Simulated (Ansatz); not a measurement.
`COBS` → `[BH]OC`• + `[SH]`• at 600 K and 1 bar (homolysis of the B–S bond).

Program: Ansatz. Geometries: PBE0-D4/def2-TZVP. ΔE: electronic, gas phase. CCSD(T)/CBS adds triple-zeta CCSD(T) − MP2 to the extrapolated MP2 energy (def2 sets, frozen cores). This one scheme is used for every species. No spin–orbit coupling; open shells (•) take unrestricted orbitals. One conformer a species, not always the lowest.

```
  species  CCSD(T)/CBS energy (Eh)  H − E (kJ/mol)  S (J/(mol·K))
   `COBS`               -538.86373           221.3          382.5
`[BH]OC`•               -140.36809           174.3          323.1
  `[SH]`•               -398.31908            33.7          218.4
```

H − E and S are ideal-gas, rigid-rotor, harmonic terms from PBE0-D4/def2-TZVP, for one conformer and one mirror image of each species, with the whole ground term of open shells counted as degenerate. 1 Eh = 2625.50 kJ/mol, R = 8.31446 J/(mol·K).

Question: By hand: ΔE, ΔH, ΔS and ΔG.

Answer: ΔE = (-140.36809) + (-398.31908) − (-538.86373) = 0.17656 Eh = 463.6 kJ/mol. Δ(H − E) = 174.3 + 33.7 − 221.3 = -13.3, so ΔH = 450.3 kJ/mol. ΔS = 323.1 + 218.4 − 382.5 = 159.0 J/(mol·K). ΔG = 450.3 − 600 × (159.0)/1000 = 354.9 kJ/mol.

Question: By hand: the equilibrium constant, and the temperature at which ΔG would vanish if ΔH and ΔS stayed fixed.

Answer: log₁₀ K = −ΔG/(RT ln 10) = -30.9. ΔG = 0 at ΔH/ΔS = 2832 K, far beyond where these terms or the molecules hold.

The number of gas molecules changes by +1, which sets the sign of ΔS. A doubt of 5 kJ/mol in ΔE shifts log₁₀ K by 0.4 here. Other conformers and mirror images would add mixing entropy, several J/(mol·K) or more a flexible species. These are equilibria of isolated gas molecules and say nothing of rates. Largest T1 diagnostic: 0.015 (customary marks: 0.02 for closed shells, 0.045 for open ones).
